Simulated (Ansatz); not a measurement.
Geometry optimisation, Ansatz, RKS B3LYP/def2-SVP.

Input file:

```yaml
crystal:
  periodic: [false, false, false]
  atoms:
    - { symbol: B, position_ang: [-0.054342, -0.454032, -0.425802] }
    - { symbol: F, position_ang: [-0.178579, 0.066069, 2.042616] }
    - { symbol: H, position_ang: [0.955454, 0.183015, -0.466702] }
    - { symbol: Cl, position_ang: [-1.560043, 0.193919, -1.095141] }
    - { symbol: O, position_ang: [-0.001077, -1.761239, 0.01154] }
    - { symbol: H, position_ang: [-0.855528, -2.209911, -0.078048] }
    - { symbol: H, position_ang: [0.133716, -0.804521, 1.994436] }
basis:
  gaussian: { orbitals: def2-SVP }
hamiltonian:
  xc: b3lyp
relax:
  f_tol: 0.03
  max_steps: 50
```

Run as:

```bash
$ ansatz run input.yaml --threads 1 --pin off --max-ram 2048MiB --backend cpu --events-out ev --progress --plain --runs-dir out
```

Question: Where does it end, and by what steps?

Answer: The run converged. After 8 steps the energy has fallen by 0.076 eV; F2 moved furthest, 0.42 Å.

| step | energy less start (eV) | largest force component (eV/Å) | accepted |
| --- | --- | --- | --- |
| 0 | 0.0000 | 0.897 | yes |
| 1 | -0.0251 | 1.278 | yes |
| 2 | -0.0305 | 1.511 | yes |
| 3 | -0.0557 | 0.419 | yes |
| 4 | -0.0719 | 0.195 | yes |
| 5 | -0.0745 | 0.103 | yes |
| 6 | -0.0750 | 0.059 | yes |
| 7 | -0.0754 | 0.033 | yes |
| 8 | -0.0756 | 0.021 | yes |

```xyz
7
Properties=species:S:1:pos:R:3
B -0.075 -0.422 -0.526
F -0.053 -0.134 2.392
H 0.911 0.254 -0.534
Cl -1.517 0.078 -1.413
O -0.060 -1.598 0.151
H -0.887 -2.099 0.073
H 0.121 -0.865 1.839
```

Whether the end is a true minimum wasn't checked by a vibrational analysis.

Time of the run: 30 s on 1 thread of Arm Neoverse V1, with other jobs on the host, peak memory 0.16 GiB.
